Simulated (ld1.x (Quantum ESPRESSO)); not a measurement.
## Configuration tests for Ca (Z = 20) (TM)

| Property | Result |
| --- | --- |
| Element | Ca |
| Generator | ld1.x (Quantum ESPRESSO) 7.5 |
| Type | norm-conserving Troullier–Martins (Kleinman–Bylander form) |
| Functional | LDA (PZ) |
| Relativity | scalar-relativistic |
| Frozen core | [Ne] 3s2 |
| Valence charge | 8 |
| Reference configuration | 3p6 3d0 4s1 4p1 |
| Partial waves | 4s (bound): rc 2.90 bohr; 3p (bound): rc 1.90 bohr; 3d (bound, empty): rc 3.15 bohr; 4f channel at 0.45 Ry: rc 3.25 bohr |
| Local potential | all-electron potential smoothed inside 2.75 bohr (lloc = -1) |
| Core correction | Bessel-smoothed model core inside 1.55 bohr |

Occupied shells without a wave of their own: 4p. They enter only through the test configuration that unscreens the potential, and ld1.x also counts them in the model core charge.

Energies are relative to the spin-unpolarised reference configuration 3p6 3d0 4s1 4p1; without spin polarisation the order of configurations can differ from experiment. Spin-polarised rows fill each open shell by Hund’s rule, majority spin first.

ld1.x takes every shell without a wave as core, so the model core holds the 4p electrons as well and exchange and correlation see them twice. This cancels in the reference configuration, but the file is broken for other ones, and its errors say nothing about a proper core correction.

```
           valence configuration  charge  ΔE all-electron (eV)  error AE − PS (meV)
                 3p6 3d0 4s2 4p0       0                -2.491                  +57
                 3p6 3d0 4s1 4p0      +1                 3.972                  +23
                 3p6 3d0 4s0 4p0      +2                15.922                 -299
                 3p6 3d1 4s1 4p0       0                -0.249                  +83
             3p6 3d0.5 4s1.5 4p0       0                -1.469                  +72
                 3p6 3d0 4s0 4p2       0                 2.626                 -115
                 3p6 3d0 4s0 4p1      +1                 7.094                  -65
3p6 3d0 4s1 4p1 (spin-polarised)       0                -0.482                 -113
3p6 3d0 4s1 4p0 (spin-polarised)      +1                 3.764                  -30
```
